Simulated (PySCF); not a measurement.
**AuCl₂ at several levels of theory**

All levels use the PBE0 minimum (doublet; Au–Cl 2.235 Å (×2); Cl–Au–Cl 180.0°), basis [Au def2-SVP with ECP60, Cl def2-SVP], scalar-relativistic core potentials, density fitting, no spin–orbit coupling, PySCF. For vertical energies the ionised species is a triplet (spins chosen at PBE0 and kept) and the electron-attached one a singlet. Atomisation goes to high-spin ground-configuration atoms, without zero-point energy. Open shells are unrestricted, also as the reference of the correlated levels. A dash marks a value that was not computed or is not defined at that level.

Coordinates in bohr (charge 0 multiplicity 2):
```
Au    0.0000    0.0000    0.0000
Cl    0.0000    0.0000    4.2231
Cl    0.0000    0.0000   -4.2231
```

```
level  atomisation (kJ/mol)  vertical IP (eV)  vertical EA (eV)  −ε(HOMO) (eV)
 PBE0                   479             10.72              4.19           8.43
   HF                     ?                 ?                 ?              ?
  MP2                     –                 ?                 ?              –
  PBE                   540             10.24              3.75           6.95
```

Question: Fill in the row of HF.

Answer: atomisation (kJ/mol) 189, vertical IP (eV) 9.10, vertical EA (eV) 4.14, −ε(HOMO) (eV) 11.37.

Question: Fill in the row of MP2.

Answer: vertical IP (eV) 10.31, vertical EA (eV) 4.58.

Without diffuse functions attachment energies tend to come out too low.

Other spin states or occupations of the open shell can lie lower. No spin–orbit coupling is included, which matters more the heavier the element.
